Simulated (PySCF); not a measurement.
## Orbital energies and ionisation energy

Compound: C7H15B.
Geometry (PBE0-D3(BJ)/def2-SVP, Å), atoms numbered from 1 in this order:
```
atom  x, y, z in Å
B1    -1.7135    1.2408   -0.8765
C2    -1.2636    0.2598    0.2541
C3    -2.4155   -0.7661    0.0946
C4    -1.3108    0.8456    1.6648
C5     0.0683   -0.4433   -0.0317
C6     1.2811    0.4871   -0.0603
C7     2.5381   -0.2126   -0.4678
C8     3.6368   -0.3286    0.2792
H9    -2.5132    2.1209   -0.6451
H10   -1.3594    1.0587   -2.0222
H11   -2.2728   -1.5822    0.8241
H12   -3.4039   -0.3205    0.2930
H13   -2.4357   -1.2252   -0.9073
H14   -2.2903    1.3030    1.8726
H15   -1.1357    0.0631    2.4244
H16   -0.5499    1.6267    1.8132
H17    0.2421   -1.2348    0.7212
H18   -0.0047   -0.9590   -1.0058
H19    1.4290    0.9601    0.9240
H20    1.0773    1.3068   -0.7764
H21    2.5250   -0.6759   -1.4637
H22    4.5200   -0.8635   -0.0799
H23    3.6947    0.1125    1.2804
```

Level: wB97X-D/def2-SVPD (PySCF). Frontier orbitals with their largest atomic shares (Löwdin; up to four atoms above 4 %):

```tsv
orbital	ε (eV)	main atoms
HOMO−3	-11.08	C6 16 %, C5 15 %, C2 12 %, C3 10 %
HOMO−2	-10.79	C2 17 %, B1 16 %, C5 13 %, C4 10 %
HOMO−1	-10.06	C2 29 %, B1 24 %, C3 8 %, C5 8 %
HOMO	-9.25	?
LUMO	0.66	B1 47 %, H10 10 %, H9 10 %, C3 8 %
LUMO+1	2.07	B1 37 %, C8 8 %, C7 7 %, C3 6 %
LUMO+2	2.23	C7 29 %, C8 27 %, B1 10 %, H23 6 %
```

Problem. What vertical ionisation energy does ΔSCF give, and how far is −ε(HOMO) from it?

Solution. ΔSCF: 9.51 eV (917 kJ/mol; threshold wavelength 130 nm); ⟨S²⟩ of the doublet left behind is 0.754, against 0.75 for a pure doublet. −ε(HOMO) is 9.25 eV, 0.26 eV below it. For the exact functional −ε(HOMO) would equal the first vertical ionisation energy; wB97X-D (range-separated hybrid) comes within 0.26 eV of that here. Holes in the HOMO−1 and HOMO−2 were tried too where these lie within 1.2 eV of the HOMO; the lowest converged state counts.

Problem. On which atoms does the HOMO lie?

Solution. C8 (terminal =CH2 carbon) 38 %, C7 (alkene CH carbon) 34 %, C6 (allylic carbon) 8 %, C5 (chain CH2 carbon) 4 %, so no atom holds as much as 40 %. The HOMO−1 lies 0.81 eV lower.

Problem. What kinetic energy would electrons from this vertical process carry with He II light (40.814 eV)?

Solution. 40.81 − 9.51 = 31.30 eV.

Problem. What total energies stand behind the ΔSCF value?

Solution. E(N) = -300.27818 Eh and E(N − 1) = -299.92883 Eh at the same geometry, 0.34935 Eh apart.

Problem. How many of the 10 lowest singlet excitations (vertical TDDFT, same level) lie below the ionisation energy?

Solution. All 10; they run from 5.53 to 8.27 eV.

Problem. With α = 101.6 au, estimate the like-pair dispersion coefficient by London's formula C6 = (3/4)α²I.

Solution. I = 0.3494 Eh, so C6 ≈ 2710 au, a rough estimate.

The structure is a single PBE0-D3(BJ)/def2-SVP conformer in the gas phase; no vibrational or solvent corrections.

These values come from a run that also computed excited states and ΔSCF ions. Time: 16 min of wall time (grids of density and orbitals included); peak memory 1.3 GiB. Hardware: an Intel Xeon at 2.50 GHz with one thread, on a shared host.

Note: wB97X-D ran without an empirical dispersion term, which enters the total energy and its gradient alone.
